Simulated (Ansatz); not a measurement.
Program: Ansatz. Geometries: PBE0-D4/def2-TZVP. ΔE: electronic, gas phase. CBS: MP2 limit from def2 TZ/QZ plus the TZ coupled-cluster correction, frozen cores. Elements past krypton have def2 core potentials. For I, Sn outer-core shells are correlated without core-valence functions, which leaves a few kJ/mol of doubt a bond. One conformer a species, not always the lowest.

`C[Si](C)(F)I` + `B[CH2][SnH2][F]` → `C[Si](F)(F)I` + `B[CH2][SnH2][CH3]`  (redistribution)

`C[Si](C)(F)I`:

```xyz
11

C     0.332   -0.307   -1.540
Si    0.229    0.570    0.086
C    -0.441   -0.451    1.475
F     1.697    1.063    0.486
I    -1.145    2.582   -0.171
H    -0.659   -0.630   -1.865
H     0.748    0.349   -2.306
H     0.974   -1.188   -1.450
H    -1.460   -0.777    1.255
H    -0.459    0.124    2.403
H     0.183   -1.336    1.626
```

`B[CH2][SnH2][F]`:

```xyz
10

B    -1.085   -1.072    0.375
C     0.402   -0.946    0.101
Sn    0.478    1.214   -0.155
F     0.699    1.402   -2.059
H    -1.866   -1.137   -0.531
H    -1.504   -1.001    1.497
H     1.107   -1.144    0.909
H     0.785   -1.273   -0.868
H    -0.922    2.109    0.209
H     1.906    1.848    0.523
```

`C[Si](F)(F)I`:

```xyz
8

C    -0.514   -0.893    0.123
Si    0.270    0.758   -0.053
F    -0.523    1.639   -1.105
F     0.217    1.547    1.320
I     2.579    0.643   -0.762
H    -1.552   -0.777    0.446
H    -0.499   -1.425   -0.830
H     0.021   -1.491    0.863
```

`B[CH2][SnH2][CH3]`:

```xyz
13

B     0.424   -1.973    0.700
C    -0.728   -1.015    0.891
Sn    0.460    0.768    0.338
C    -0.338    1.497   -1.505
H     0.670   -2.418   -0.388
H     1.167   -2.227    1.606
H    -1.533   -0.994    0.156
H    -1.082   -0.795    1.898
H     2.122    0.408    0.165
H     0.265    1.887    1.614
H    -1.389    1.754   -1.378
H     0.210    2.383   -1.829
H    -0.247    0.724   -2.268
```

```
             level  ΔE (kJ/mol)
CCSD(T)/def2-TZVPP        -73.9
     HF/def2-QZVPP        -62.5
```

Problem. What does CCSD(T)/CBS give? (Best estimate.)

Solution. Computed: -69.2 kJ/mol. The listed levels differ from it by -4.7, 6.7 kJ/mol.

Largest T1 diagnostic among the species: 0.013.

In def2-TZVPP, CCSD(T) changes the Hartree–Fock value by −10.7 kJ/mol (the triples alone add −0.2 kJ/mol) and MP2 by −13.5 kJ/mol. From PBE to PBE0 (25 % exact exchange), in def2-TZVPP and without D4, ΔE moves by −4.8 kJ/mol.
